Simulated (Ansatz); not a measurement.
```yaml
crystal:
  periodic: [false, false, false]
  atoms:
    - {symbol: Cr, position_ang: [-0.000124, -0.000058, 0.000075]}
    - {symbol: F, position_ang: [-0.770658, 1.548951, -0.019060]}
    - {symbol: F, position_ang: [0.957104, -0.473364, 1.361404]}
    - {symbol: F, position_ang: [-0.186312, -1.075529, -1.342409]}
basis:
  gaussian: {orbitals: def2-TZVPD, initial_orbitals: start.molden}
total_charge: -1
hamiltonian: {xc: r2scan, dispersion: d4}
scf: {omitted_lower_state_checks: [starts]}
output: {orbitals: {seedname: orbitals}}
```

The file start.molden holds the orbitals of an earlier run on this structure, at another level or in another basis.

```sh
$ ansatz run in.yaml --threads 4 --pin off --events-out ev --progress --plain --max-ram 3916MiB
```

It prints (some lines left out):

```
Functional definition: r2SCAN
1033 factors; their error is unknown
mean field evaluation 1: about -36574.8055 eV, gradient 6.2e0 eV
mean field evaluation 2: about -36574.9182 eV, gradient 2.7e-1 eV
mean field evaluation 4: about -36574.8944 eV, gradient 3.0e-1 eV
mean field evaluation 8: about -36574.9033 eV, gradient 3.1e-1 eV
mean field evaluation 16: about -36574.8946 eV, gradient 6.4e-4 eV
mean field evaluation 32: about -36574.8946 eV, gradient 3.6e-3 eV
Error: the lowest state found, at -36574.894554173 eV with a gradient of 3.68e-3 eV, was not shown to be a converged minimum: no further step was taken; its lowest curvature is 6.39e-2 eV
```

(1) Can the result of this run be used?

## Answers

(1) No. The run stopped with an error.
